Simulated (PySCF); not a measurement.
C3H6FGa, SMILES C=[CH][Ga]([CH3])[F]. Atoms are numbered in the order given.

```xyz
11

Ga     0.0788     0.2635     0.1184
F      1.1549     1.6514    -0.0936
C     -1.1013     0.3689     1.6678
H     -1.7581    -0.5087     1.7597
H     -1.7274     1.2724     1.5958
H     -0.4996     0.4568     2.5863
C      0.2574    -1.1215    -1.2280
C     -0.5120    -2.2184    -1.1763
H      0.9823    -1.0313    -2.0467
H     -0.4425    -3.0240    -1.9191
H     -1.2567    -2.3698    -0.3837
```

Geometry: ωB97X-D3(BJ)/def2-SVP. The structure was generated by enumeration; whether it is a known compound was not checked. One conformer was computed; it need not be the lowest.

Method: B3LYP/pcSseg-1 (PySCF).

GIAO shieldings, no solvent; atoms listed in one row are averaged. δ = σ(ref) − σ: ¹⁹F against CFCl3 (σ = 161.7 ppm); ¹³C against TMS (σ = 181.3 ppm); ¹H against TMS (σ = 31.68 ppm), references at their B3LYP-D3(BJ)/def2-TZVP geometries, non-relativistic.

Problem. Estimate the chemical shifts. (An estimate is asked for; the answer gives what the named calculation found.)

Solution. 
```json
[
 {"nucleus": "¹⁹F", "atoms": "F2", "count": "1", "δ (ppm)": "-123.7"},
 {"nucleus": "¹³C", "atoms": "C8", "count": "1", "δ (ppm)": "154.1"},
 {"nucleus": "¹³C", "atoms": "C7", "count": "1", "δ (ppm)": "153.3"},
 {"nucleus": "¹³C", "atoms": "C3", "count": "1", "δ (ppm)": "-8.7"},
 {"nucleus": "¹H", "atoms": "H10", "count": "1", "δ (ppm)": "7.08"},
 {"nucleus": "¹H", "atoms": "H9", "count": "1", "δ (ppm)": "6.83"},
 {"nucleus": "¹H", "atoms": "H11", "count": "1", "δ (ppm)": "6.64"},
 {"nucleus": "¹H", "atoms": "H4, H5, H6", "count": "3", "δ (ppm)": "0.45"}
]
```
